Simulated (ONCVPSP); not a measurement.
Reading a pseudo-wave (P (Z = 15))

Columns: radius, all-electron u(r) and pseudo u(r) of the 3p shell (level -5.60 eV) of phosphorus in the configuration [Ne] 3s2 3p3; LDA (Perdew-Zunger), scalar-relativistic, ONCV scheme, ONCVPSP 4.0.1.

```tsv
r (bohr)	all-electron	pseudo
0.103	-0.1380	0.0064
0.205	-0.2705	0.0251
0.308	-0.2992	0.0555
0.410	-0.2471	0.0954
0.513	-0.1482	0.1442
0.615	-0.0304	0.1990
0.718	0.0919	0.2587
0.820	0.2068	0.3199
0.923	0.3113	0.3813
1.025	0.4010	0.4393
1.128	0.4771	0.4934
1.230	0.5384	0.5413
1.332	0.5867	0.5827
1.435	0.6233	0.6174
1.538	0.6493	0.6442
1.640	0.6658	0.6627
1.743	0.6745	0.6732
1.845	0.6764	0.6761
1.948	0.6728	0.6727
2.050	0.6646	0.6646
2.153	0.6527	0.6527
2.255	0.6380	0.6380
2.358	0.6208	0.6208
2.460	0.6021	0.6021
2.562	0.5821	0.5821
2.665	0.5610	0.5610
```

Question: How many radial nodes do the two functions have?

Answer: The all-electron 3p function has n − l − 1 = 1; the pseudo-wave has 0, since the states of the same l below it are removed with the core.

Question: At about which radius was the pseudo-wave matched?

Answer: 2.05 bohr. The columns agree to 0.0005 from 1.84 bohr on; several derivatives are matched, so the curves merge somewhat inside the radius.

Question: Is the pseudo-wave norm-conserving?

Answer: Yes: the ONCV scheme keeps the norm inside the radius equal to the all-electron one, which fixes the energy derivative of the logarithmic derivative at the level.
